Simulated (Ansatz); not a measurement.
System: C₃H₈BO (charge 0, doublet). SMILES: B(C)(OC)[CH2]
Coordinates optimised at B3LYP-D3(BJ)/def2-TZVP (Ansatz, a quantum-chemistry and plane-wave program):
```
B
O 1 1.3709
C 2 1.4183 1 122.54
H 3 1.0889 2 107.70 1 -180.00
H 3 1.0929 4 108.98 2 120.80
H 3 1.0929 4 108.98 5 118.40
C 1 1.5351 2 114.97 3 -180.00
H 7 1.0844 1 123.05 2 -180.00
H 7 1.0852 8 114.88 1 -180.00
C 1 1.5787 2 121.66 3 0.00
H 10 1.0902 1 112.72 2 -180.00
H 10 1.0955 11 107.61 1 123.21
H 10 1.0955 11 107.61 12 113.58
```
Charge 0, spin multiplicity 2.

Wanted: atomisation energy, in kcal/mol. Terms: atomisation electronic, to ground-state atoms; open shells spin-unrestricted; non-relativistic; no dispersion term unless named; spin-orbit terms left out; six Cartesian d functions in 6-31G* and its kin unless marked 5d; valence correlation only. CBS marks a two-point X^-3 extrapolation of the correlation energy; Hartree-Fock from the larger set. Ab initio and DFT rows: single points at B3LYP-D3(BJ) geometries (Ansatz).

```csv
species,coefficient,"E at HF/6-31G* (Ansatz), Eh","E at B3LYP/def2-TZVPD (Ansatz), Eh"
[CH2]B(C)OC,-1,-217.82322,-219.30366
B atom,+1,-24.52204,-24.66397
C atom,+3,-37.68086,-37.85953
H atom,+8,-0.49823,-0.50215
O atom,+1,-74.78393,-75.09698
```

Coupled cluster (Ansatz) is a level with limits of its own, used here on species with T1 under 0.025 (0.045 for open shells) and stable references: CCSD(T)/CBS(cc-pVTZ,cc-pVQZ). Value to compare with, CCSD(T)/CBS(cc-pVTZ,cc-pVQZ) (Ansatz): 1222.9 kcal/mol. 1 Eh = 627.5095 kcal/mol.

### Question
Work the quantity out at each level, and compare with CCSD(T)/CBS(cc-pVTZ,cc-pVQZ) (Ansatz).

### Answer

- HF/6-31G*: the sum of coefficient times E is 1.48883 Eh, or 934.25 kcal/mol. Result: 934.3 kcal/mol. Its difference against CCSD(T)/CBS(cc-pVTZ,cc-pVQZ) (Ansatz) is -288.6 kcal/mol.
- B3LYP/def2-TZVPD: the sum of coefficient times E is 1.94692 Eh, or 1221.71 kcal/mol. Result: 1221.7 kcal/mol. Its difference against CCSD(T)/CBS(cc-pVTZ,cc-pVQZ) (Ansatz) is -1.2 kcal/mol.
